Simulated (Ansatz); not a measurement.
Input file for Ansatz (a program for electronic structure): U-B3LYP/def2-TZVPP on CHO2 (SMILES O=[C]O), 2S+1 = 2, atoms moved off the minimum.

Ansatz 0.2 input:
```yaml
crystal:
  periodic: [false, false, false]
  atoms:
    - {symbol: O, position_ang: [0.99078223, -0.80334819, -0.01546175]}
    - {symbol: C, position_ang: [0.25887602, 0.22360217, 0.17391114]}
    - {symbol: O, position_ang: [-0.95312983, 0.57416965, -0.06068793]}
    - {symbol: H, position_ang: [-1.45373468, -0.21657656, -0.44424866]}
basis:
  gaussian:
    orbitals: def2-TZVPP
hamiltonian:
  xc: {name: B3LYP}
magnetization: {spin_polarized: true, initial_magnetization: 1}
output: {forces: true}
```

Task: What total energy does the run end on?

Result: -189.1671 hartree.
